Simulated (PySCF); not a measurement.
In(Br)(Me)2 (C₂H₆BrIn), SMILES [CH3][In]([CH3])[Br].

The structure is a stationary point at PBE-D3(BJ)/def2-SVP. The structure was generated by enumeration; whether it is a known compound was not checked. The def2 effective core potentials stand for the cores of In; spin–orbit coupling is left out.

Level of theory: PBE-D3(BJ)/def2-SVP (PySCF).

Frequencies are harmonic and unscaled.

A small imaginary wavenumber (i) marks a very flat motion, where grid noise or a shallow saddle decides the sign.

```tsv
mode	ν (cm⁻¹)	IR (km/mol)	moving atoms (share of kinetic energy)
1	16i	0.0	H 99 %
2	18	0.2	H 99 %
3	93	2.5	C 45 %, H 20 %, Br 18 %, In 16 %
4	104	2.8	C 59 %, H 30 %
5	110	1.0	C 43 %, In 29 %, H 25 %
6	227	27.7	Br 61 %, In 38 %
7	457	9.6	C 79 %, H 18 %
8	507	32.9	C 64 %, In 19 %, H 17 %
9	632	0.0	H 88 %, C 12 %
10	682	8.2	H 85 %, C 15 %
11	707	41.3	H 82 %, C 16 %
12	725	90.8	H 82 %, C 17 %
13	1126	0.3	H 82 %, C 18 %
14	1130	0.3	H 84 %, C 16 %
15	1374	0.0	H 95 %
16	1374	1.3	H 95 %
17	1377	5.8	H 95 %
18	1379	0.6	H 95 %
19	2989	4.7	H 98 %
20	2990	1.4	H 98 %
21	3103	0.3	H 91 %, C 9 %
22	3104	1.1	H 91 %, C 9 %
23	3113	1.8	H 90 %, C 10 %
24	3113	3.2	H 90 %, C 10 %
```
